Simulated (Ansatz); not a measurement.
A nudged elastic band was laid between two geometries of Cl2Zn + H2 (5 atoms, charge 0, multiplicity 1).

Level of theory: RKS BHLYP-D4/def2-SVP in Ansatz.

```
movable images  : 5
climbing image  : yes
spring          : 5.0 eV/Å²
optimiser       : quadratic models (default)
start path      : through a guess of the saddle point
force threshold : 0.05 eV/Å
iteration limit : 60
end points      : relaxed
```

Image 0:

```xyz
5
Properties=species:S:1:pos:R:3
Zn 0.297 0.000 0.281
Cl 0.833 0.000 2.321
Cl -0.079 0.000 -1.794
H -2.257 0.000 0.481
H -2.079 0.000 1.215
```

Image 6:

```xyz
5
Properties=species:S:1:pos:R:3
Zn -0.989 0.000 -0.566
Cl 0.184 0.000 2.041
Cl 0.887 0.000 -1.572
H -2.453 0.000 -0.100
H -0.914 0.000 2.701
```

Q: Which bonds break or form, and what moves?

A: Bonds broken: Zn1–Cl2, H4–H5. Bonds formed: Zn1–H4, Cl2–H5. Cl2Zn + H2 becomes ClH + ClHZn.

Q: Give the energies along the band, and the barrier.

A: The run converged. The highest image is number 3 of 0 to 6, 1.55 eV above the first end and 0.64 eV above the last; the last end lies 0.91 eV above the first. A vibrational analysis at the climbing image gives one clearly imaginary mode, 1186i cm⁻¹: a first-order saddle point. The orbitals stay closed-shell, which can raise the energy where a bond breaks towards radicals; this wasn't checked here.

```csv
image,path coordinate (Å),energy (eV),Zn1–Cl2 (Å),H4–H5 (Å),Zn1–H4 (Å)
0,0.00,0.00,2.11,0.76,2.56
1,0.59,0.08,2.12,0.76,2.45
2,1.18,0.60,2.21,0.79,2.02
3,1.77,1.55,2.46,1.11,1.68
4,2.37,1.09,2.83,1.76,1.56
5,2.97,0.95,2.88,2.46,1.54
6,3.56,0.91,2.86,3.20,1.54
```

Q: What is the geometry of the highest image?

A: 
```xyz
5
Properties=species:S:1:pos:R:3:forces:R:3
Zn -0.616 0.000 -0.132 0.03 0.00 0.00
Cl 0.191 0.000 2.187 -0.03 0.00 -0.03
Cl 0.378 0.000 -1.999 -0.01 0.00 0.02
H -2.001 0.000 0.821 -0.02 0.00 0.01
H -1.237 0.000 1.627 0.03 0.00 0.00
```

Q: What are the harmonic wavenumbers there?

A: 1186i, 103, 217, 297, 433, 1028, 1032, 1407, 1693 cm⁻¹.

The run took 2.2 min on 1 thread of Arm Neoverse V1 (shared host), peak memory 0.18 GiB.
